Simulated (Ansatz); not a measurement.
Re₃⁺, relaxed as a triplet with UKS PBE0-D4/def2-TZVP in Ansatz, starting from the PBE0-D4/def2-TZVP geometry of the charge +1 singlet. Force threshold 0.02 eV/Å.

In the def2 sets Re takes a core potential; there is no spin–orbit coupling. The charge 1 triplet is spin-contaminated (final ⟨S²⟩ up to 3.64, 2.00 for a pure state). The order of the spin states hangs on the level: the quintet lies 0.12 eV below the triplet at PBE0-D4/def2-TZVP, but 0.03 eV above it at PBE0-D4/def2-TZVP. The structure comes from a short search, and lower isomers may exist.

Start:

```xyz
3

Re   -0.937    0.877   -0.159
Re   -0.243   -1.252   -0.215
Re    1.180    0.374    0.375
```

Problem. Estimate the energy that the relaxation releases and the steps that it takes.

Solution. 9.0 kJ/mol, in 8 steps; 67 s on 4 threads of Intel Xeon on a shared host. The force fell under the threshold at step 7, but the optimiser went on. No frequencies were taken in this run, so the end may be a saddle point.

Problem. Does the start keep its bonding and symmetry?

Solution. By distances, no bond broke or formed. The bond that changes most is Re2–Re3, from 2.24 to 2.35 Å (atoms count from 1). Point group D3h at the start, Cs at the end, both within 0.05 Å.

Problem. Predict the relaxed structure.

Solution. 
```xyz
3

Re   -0.919    0.898   -0.152
Re   -0.270   -1.319   -0.231
Re    1.189    0.421    0.383
```
Bond lengths (bridged metal pairs left out): 3 × Re–Re 2.23 to 2.35 Å.
